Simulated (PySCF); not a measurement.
Al(Cl)(nPr)2, C6H14AlCl, SMILES CC[CH2][Al]([Cl])[CH2]CC, GFN2-xTB optimised geometry.

```
22

Al    -1.37    -1.36     0.00
Cl    -2.37    -3.14    -0.02
C      0.64    -1.36     0.00
C      1.23    -2.76     0.24
C      2.76    -2.75     0.21
H      1.04    -0.68     0.76
H      1.04    -0.98    -0.95
H      0.90    -3.14     1.21
H      0.86    -3.45    -0.52
H      3.12    -2.41    -0.76
H      3.15    -3.75     0.38
H      3.15    -2.09     0.97
C     -2.42     0.34     0.00
C     -1.54     1.59     0.10
C     -2.37     2.88     0.03
H     -3.15     0.35     0.82
H     -3.04     0.41    -0.91
H     -0.98     1.57     1.03
H     -0.81     1.59    -0.72
H     -2.92     2.93    -0.91
H     -1.73     3.75     0.10
H     -3.08     2.91     0.85
```

Density from PBE0/def2-SVP in PySCF 2.14.0 at that geometry.

Minimum of the electron density along straight lines between bonded atoms, close to the bond critical point (lines longer than 1.1 times the sum of covalent radii, or with two minima, are not listed):

```json
[
 {"bond": "Al1–Cl2", "length / Å": "2.036", "ρ at the minimum / e bohr⁻³": "0.077", "∇²ρ there / e bohr⁻⁵": "0.40", "position (fraction from the first atom)": "0.39"},
 {"bond": "Al1–C3", "length / Å": "2.012", "ρ at the minimum / e bohr⁻³": "0.078", "∇²ρ there / e bohr⁻⁵": "0.27", "position (fraction from the first atom)": "0.40"},
 {"bond": "C3–C4", "length / Å": "1.537", "ρ at the minimum / e bohr⁻³": "0.235", "∇²ρ there / e bohr⁻⁵": "-0.51", "position (fraction from the first atom)": "0.50"},
 {"bond": "C4–C5", "length / Å": "1.525", "ρ at the minimum / e bohr⁻³": "0.244", "∇²ρ there / e bohr⁻⁵": "-0.56", "position (fraction from the first atom)": "0.50"},
 {"bond": "C3–H6", "length / Å": "1.098", "ρ at the minimum / e bohr⁻³": "0.265", "∇²ρ there / e bohr⁻⁵": "-0.91", "position (fraction from the first atom)": "0.62"},
 {"bond": "C3–H7", "length / Å": "1.099", "ρ at the minimum / e bohr⁻³": "0.264", "∇²ρ there / e bohr⁻⁵": "-0.90", "position (fraction from the first atom)": "0.62"},
 {"bond": "C4–H8", "length / Å": "1.094", "ρ at the minimum / e bohr⁻³": "0.275", "∇²ρ there / e bohr⁻⁵": "-0.99", "position (fraction from the first atom)": "0.62"},
 {"bond": "C4–H9", "length / Å": "1.094", "ρ at the minimum / e bohr⁻³": "0.275", "∇²ρ there / e bohr⁻⁵": "-0.99", "position (fraction from the first atom)": "0.62"},
 {"bond": "C5–H10", "length / Å": "1.089", "ρ at the minimum / e bohr⁻³": "0.275", "∇²ρ there / e bohr⁻⁵": "-1.00", "position (fraction from the first atom)": "0.62"},
 {"bond": "C5–H11", "length / Å": "1.088", "ρ at the minimum / e bohr⁻³": "0.276", "∇²ρ there / e bohr⁻⁵": "-1.00", "position (fraction from the first atom)": "0.62"},
 {"bond": "C5–H12", "length / Å": "1.089", "ρ at the minimum / e bohr⁻³": "0.275", "∇²ρ there / e bohr⁻⁵": "-1.00", "position (fraction from the first atom)": "0.62"},
 {"bond": "Al1–C13", "length / Å": "2.005", "ρ at the minimum / e bohr⁻³": "0.079", "∇²ρ there / e bohr⁻⁵": "0.28", "position (fraction from the first atom)": "0.40"},
 {"bond": "C13–C14", "length / Å": "1.535", "ρ at the minimum / e bohr⁻³": "0.236", "∇²ρ there / e bohr⁻⁵": "-0.51", "position (fraction from the first atom)": "0.50"},
 {"bond": "C14–C15", "length / Å": "1.525", "ρ at the minimum / e bohr⁻³": "0.243", "∇²ρ there / e bohr⁻⁵": "-0.55", "position (fraction from the first atom)": "0.50"},
 {"bond": "C13–H16", "length / Å": "1.100", "ρ at the minimum / e bohr⁻³": "0.264", "∇²ρ there / e bohr⁻⁵": "-0.90", "position (fraction from the first atom)": "0.62"},
 {"bond": "C13–H17", "length / Å": "1.101", "ρ at the minimum / e bohr⁻³": "0.263", "∇²ρ there / e bohr⁻⁵": "-0.89", "position (fraction from the first atom)": "0.62"},
 {"bond": "C14–H18", "length / Å": "1.093", "ρ at the minimum / e bohr⁻³": "0.275", "∇²ρ there / e bohr⁻⁵": "-0.99", "position (fraction from the first atom)": "0.62"},
 {"bond": "C14–H19", "length / Å": "1.093", "ρ at the minimum / e bohr⁻³": "0.275", "∇²ρ there / e bohr⁻⁵": "-0.99", "position (fraction from the first atom)": "0.62"},
 {"bond": "C15–H20", "length / Å": "1.088", "ρ at the minimum / e bohr⁻³": "0.275", "∇²ρ there / e bohr⁻⁵": "-1.00", "position (fraction from the first atom)": "0.62"},
 {"bond": "C15–H21", "length / Å": "1.088", "ρ at the minimum / e bohr⁻³": "0.276", "∇²ρ there / e bohr⁻⁵": "-1.00", "position (fraction from the first atom)": "0.62"},
 {"bond": "C15–H22", "length / Å": "1.088", "ρ at the minimum / e bohr⁻³": "0.276", "∇²ρ there / e bohr⁻⁵": "-1.00", "position (fraction from the first atom)": "0.62"}
]
```
